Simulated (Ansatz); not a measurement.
Calculated with Ansatz (gas phase, PBE0-D4/def2-TZVP geometries, no zero-point term in ΔE). CBS: MP2 limit from def2 TZ/QZ plus the TZ coupled-cluster correction, frozen cores. DFT in def2-TZVPP. Each species was taken in one conformer, which may not be the lowest.

Consider the redistribution: `[SiH3]NBS` + `C[CH](F)[AlH2]` → `F[CH]([AlH2])[SiH3]` + `CNBS`.

`[SiH3]NBS`:

```xyz
10

Si    0.446   -0.839   -1.420
N     0.426   -0.316    0.240
B    -0.439    0.642    0.793
S    -0.320    1.070    2.550
H     0.203   -2.304   -1.509
H    -0.620   -0.099   -2.133
H     1.768   -0.561   -2.041
H     1.103   -0.744    0.858
H    -1.257    1.178    0.107
H    -1.310    1.973    2.555
```

`C[CH](F)[AlH2]`:

Z-matrix (Å, degrees):
```
C
C 1 1.515
H 1 1.094 2 110.9
H 1 1.093 2 111.9 3 120.4
H 1 1.094 2 110.1 3 -119.4
F 2 1.410 1 108.5 3 -56.3
Al 2 1.991 1 114.8 3 -179.1
H 2 1.100 1 108.2 3 57.9
H 7 1.590 2 117.7 1 -66.8
H 7 1.584 2 120.9 1 112.4
```

`F[CH]([AlH2])[SiH3]`:

```xyz
10

F    -0.898    1.753   -0.106
C    -0.342    0.506   -0.470
Al    1.631    0.613   -0.549
Si   -0.995   -0.824    0.704
H    -0.726    0.253   -1.470
H     2.368    1.932   -0.080
H     2.412   -0.665   -1.072
H    -0.440   -0.624    2.071
H    -2.479   -0.802    0.782
H    -0.532   -2.141    0.190
```

`CNBS`:

Z-matrix (Å, degrees):
```
C
N 1 1.444
H 1 1.095 2 111.6
H 1 1.094 2 111.6 3 121.2
H 1 1.090 2 109.1 3 -119.4
B 2 1.389 1 125.8 3 119.3
H 2 1.009 1 114.1 3 -60.7
S 6 1.820 2 119.9 1 -180.0
H 6 1.195 2 119.9 1 0.0
H 8 1.339 6 96.2 2 -180.0
```

```json
{"level": "RPA@PBE/def2-TZVPP", "ΔE (kJ/mol)": "86.6"}
{"level": "HF/def2-SVP", "ΔE (kJ/mol)": "91.1"}
{"level": "MP2/def2-QZVPP", "ΔE (kJ/mol)": "94.6"}
{"level": "CCSD/CBS(def2)", "ΔE (kJ/mol)": "91.4"}
```

(1) What does CCSD(T)/CBS give? (An estimate is asked.)

Largest T1 diagnostic among the species: 0.012.

Answers

(1) Ansatz gave: +89.7 kJ/mol. The listed levels differ from it by -3.1, 1.4, 4.9, 1.7 kJ/mol.

From PBE to PBE0 (25 % exact exchange), in def2-TZVPP and without D4, ΔE moves by +6.0 kJ/mol. At CCSD(T), def2-SVP lies −6.9 kJ/mol from the extrapolated value and def2-TZVPP −0.3 kJ/mol.
